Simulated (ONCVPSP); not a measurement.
## dysprosium (Dy): one change to an ONCV potential, before and after

* Element: dysprosium
* Generator: ONCVPSP 4.0.1
* Type: optimised norm-conserving Vanderbilt (ONCV)
* Functional: Wu-Cohen
* Relativity: scalar-relativistic
* Frozen core: [Xe] 4f9
* Valence charge: 3
* Reference configuration: 5d1 6s1 (charge +1)
* Partial waves: 6s: rc 3.10 bohr, ncon 4, nbas 7, qcut 1.8 1/bohr, 3 projectors, debl 2.8 Ha; p scattering state at 0.43 Ha: rc 2.75 bohr, ncon 4, nbas 8, qcut 2.6 1/bohr, 2 projectors, debl 0.9 Ha; 5d: rc 2.55 bohr, ncon 4, nbas 9, qcut 5.8 1/bohr, local
* Local potential: the d channel
* Core correction: none

In the p channel the program set the typed energies aside and used 0.050, 0.950 Ha.

All-electron outer shells of the reference configuration (Wu-Cohen, scalar-relativistic, ld1.x):

```tsv
shell	level (eV)	outermost node (bohr)	outermost maximum (bohr)
4f	-15.68	–	0.53
6s	-9.53	1.54	3.11
5d	-8.30	0.76	1.89
```

Change: p: rc 2.55, qcut 2.8, nproj 0; d: nproj 1; local potential the p channel.

Cutoffs: the cutoffs (Ha) at which the residual kinetic energy of the hardest occupied pseudo-wave falls to 1 and 0.1 mHa per electron; they do not see the model core or the augmentation charge, which bear on the density cutoff. Errors are all-electron minus pseudo energies relative to the spin-unpolarised reference configuration.

Problem. What does the change do?

Solution. The potential gets neither clearly harder nor softer (9.4 Ha and 12 Ha → 9.4 Ha and 12 Ha); the bound ghost in p disappears; the lowest positive-energy flag moves from p at 44.1 eV to s at 250.5 eV; of the 4 tests that both files solve, the error grows in 1 and shrinks in 1 by more than 15 % and 0.3 meV (median size 25.9 → 25.5 meV). In the separable form a ghost depends on how the local part lies against the semilocal potential of the channel, so the choice of the local part can create or remove one.

```csv
quantity,base,changed
"cutoff, loose",9.4 Ha,9.4 Ha
"cutoff, tight",12 Ha,12 Ha
bound ghosts,p,none
GHOST(+) flags under 300 eV,"p at 44.1 eV, s at 90.8 eV",s at 250.5 eV
"error for 5d1 6s2, meV [ΔE -6.87 eV]",-37,-39
"error for 5d1 6s0, meV [ΔE 12.31 eV]",+39,+31
"error for 5d1 6s1.5, meV [ΔE -4.09 eV]",-11,-12
"error for 5d1.5 6s1.5, meV [ΔE -5.85 eV]",-15,-20
s: phases at 3.15 bohr within 0.05 rad from the reference energy up to (Ha; the scan ends near 5),to the end of the scan,to the end of the scan
d: phases at 2.59 bohr within 0.05 rad from the reference energy up to (Ha; the scan ends near 5),1.2,0.3
```

Base: The cutoffs count occupied waves only; projector 2 of the p channel, the hardest unoccupied one, needs 27 Ha at the loose tolerance. Changed file: The cutoffs count occupied waves only; projector 1 of the p channel, the hardest unoccupied one, needs 27 Ha at the loose tolerance. A true bound ghost makes a file unfit for plane-wave use even where its test errors are small: the radial tests pick states by their node count and pass the ghost by.
